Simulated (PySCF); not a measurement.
C3H6Cl, SMILES C[C](Cl)C, multiplicity 2.

The structure is a stationary point at PBE-D3(BJ)/def2-SVP. The isomer is the one that the SMILES or the coordinates give; other isomers of the formula were not compared.

Computed with PBE-D3(BJ)/def2-SVP run with PySCF.

Frequencies are harmonic and unscaled.

Computed normal modes with their intensities:
```csv
mode,ν (cm⁻¹),IR (km/mol),moving atoms (share of kinetic energy)
1,143,0.4,H 91 %
2,156,0.0,H 98 %
3,253,3.8,"C 64 %, H 31 %"
4,332,1.9,"C 53 %, H 25 %, Cl 22 %"
5,341,0.6,"C 40 %, H 38 %, Cl 21 %"
6,623,24.7,"C 55 %, Cl 29 %, H 15 %"
7,906,6.4,"C 56 %, H 42 %"
8,909,0.8,"H 81 %, C 19 %"
9,931,1.7,"H 73 %, C 27 %"
10,1004,1.1,"H 65 %, C 35 %"
11,1139,73.6,"C 62 %, H 37 %"
12,1254,3.7,"C 56 %, H 44 %"
13,1336,9.8,"H 58 %, C 42 %"
14,1340,3.6,"H 78 %, C 22 %"
15,1376,6.0,H 95 %
16,1388,17.5,H 95 %
17,1398,0.1,"H 88 %, C 12 %"
18,1405,2.4,H 96 %
19,2888,29.9,H 95 %
20,2894,33.9,H 95 %
21,3004,3.2,H 93 %
22,3005,20.0,H 93 %
23,3062,4.2,"H 91 %, C 9 %"
24,3064,14.2,"H 91 %, C 9 %"
```
